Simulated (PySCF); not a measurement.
C6H6N, SMILES Nc1cc[c]cc1, multiplicity 2.

Geometry optimised at r2SCAN-D4/def2-SVP. The isomer is the one that the SMILES or the coordinates give; other isomers of the formula were not compared. Other conformers were not sampled.

Level of theory: PySCF 2.14.0 with r2SCAN-D4/def2-SVP.

No scaling factor is applied to the harmonic values.

Computed harmonic wavenumbers and intensities:
| mode | ν (cm⁻¹) | IR (km/mol) | moving atoms (share of kinetic energy) |
|---|---|---|---|
| 1 | 234 | 3.1 | C 64 %, N 20 %, H 15 % |
| 2 | 324 | 15.9 | H 97 % |
| 3 | 387 | 0.3 | C 40 %, N 31 %, H 29 % |
| 4 | 404 | 0.4 | C 71 %, H 29 % |
| 5 | 472 | 116.1 | C 54 %, H 45 % |
| 6 | 523 | 189.1 | H 55 %, N 28 %, C 16 % |
| 7 | 539 | 26.2 | C 63 %, N 22 %, H 16 % |
| 8 | 611 | 0.0 | C 92 % |
| 9 | 685 | 2.0 | C 67 %, H 33 % |
| 10 | 789 | 0.1 | H 78 %, C 22 % |
| 11 | 800 | 58.3 | H 49 %, C 48 % |
| 12 | 818 | 9.8 | C 62 %, N 21 %, H 17 % |
| 13 | 916 | 0.3 | H 71 %, C 28 % |
| 14 | 937 | 0.0 | H 72 %, C 28 % |
| 15 | 982 | 1.3 | C 90 %, H 10 % |
| 16 | 1050 | 7.7 | C 57 %, H 43 % |
| 17 | 1067 | 4.1 | H 69 %, C 24 % |
| 18 | 1123 | 8.4 | H 86 %, C 9 % |
| 19 | 1161 | 8.9 | H 90 %, C 10 % |
| 20 | 1288 | 0.2 | H 75 %, C 24 % |
| 21 | 1321 | 42.1 | C 58 %, H 29 %, N 13 % |
| 22 | 1398 | 5.1 | C 92 %, H 8 % |
| 23 | 1432 | 4.7 | C 73 %, H 24 % |
| 24 | 1490 | 34.2 | C 70 %, H 29 % |
| 25 | 1613 | 5.7 | H 53 %, C 44 % |
| 26 | 1638 | 1.5 | C 94 % |
| 27 | 1644 | 176.9 | C 47 %, H 42 %, N 11 % |
| 28 | 3158 | 15.1 | H 92 % |
| 29 | 3159 | 8.4 | H 92 %, C 8 % |
| 30 | 3180 | 12.5 | H 91 %, C 9 % |
| 31 | 3182 | 0.0 | H 91 %, C 9 % |
| 32 | 3576 | 25.9 | H 96 % |
| 33 | 3688 | 21.9 | H 91 %, N 9 % |
